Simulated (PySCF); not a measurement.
[CrNI4]2- (charge -2 and doublet state).
SMILES: `[N]#[Cr-2]([I])([I])([I])[I]`

Computed with PySCF, PBE0-D3(BJ)/def2-SVP geometry optimisation, gas phase, def2 core potentials past Kr.

Take the most abundant isotopes and a rigid rotor. 

Q: What are A, B and C (cm⁻¹)?

A: Ia = 1923.69, Ib = 1925.53, Ic = 3713.84 u·Å²; 505379 MHz·u·Å²/I gives 262.7, 262.5 and 136.1 MHz, that is A = 0.00876, B = 0.00875, C = 0.00454 cm⁻¹.

Q: What kind of rotor is it?

A: An oblate symmetric top, as the point group C4v requires two equal moments; Ray's κ = 0.996.

Q: Is it planar, by Δ = Ic − Ia − Ib?

A: Not planar: Δ = Ic − Ia − Ib = -135.39 u·Å². For a rigid frame Δ = −2 Σ m c², so Σ m c² = 67.69 u·Å² lies off the ab plane. The atom farthest from that plane is 1.94 Å away.

Q: Give the other two planar moments, Paa and Pbb, and the rms extents of the mass along the axes.

A: Paa = Σ m a² = (Ib + Ic − Ia)/2 = 1857.84 and Pbb = Σ m b² = (Ia + Ic − Ib)/2 = 1856.00 u·Å². With the mass M = 573.56 u, the rms extents √(P/M) along a, b and c are 1.80, 1.80, 0.34 Å.

Q: Where do the R-branch lines fall?

A: The dipole of 0.84 D (about the centre of mass, as the species is charged) lies along the symmetry axis, so ΔK = 0 and J+1 ← J falls at 2B(J+1) for every K: 0.53 GHz, 1.05 GHz, 1.58 GHz, 2.10 GHz, 2.63 GHz for J = 0 to 4.

For this open shell read J as N, the rotation without spin; fine and hyperfine splittings come on top. Not checked by PBE0-D3(BJ)/def2-SVP frequencies. ⟨S²⟩ = 0.942 (exact for a doublet: 0.75). Whether so highly charged an anion holds all its electrons in the gas phase wasn't checked; a finite basis holds them in any case. No counter-ion or solvent screens the charge of this multiply charged ion. The geometry's basis has no diffuse functions, a weakness for an anion. These are rigid-rotor constants of the computed structure; measured ground-state constants (B0) also hold zero-point vibration.

Caution for open-shell metal species: one SCF solution and one stationary point were followed, and a lower state or a bent or distorted shape isn't ruled out.
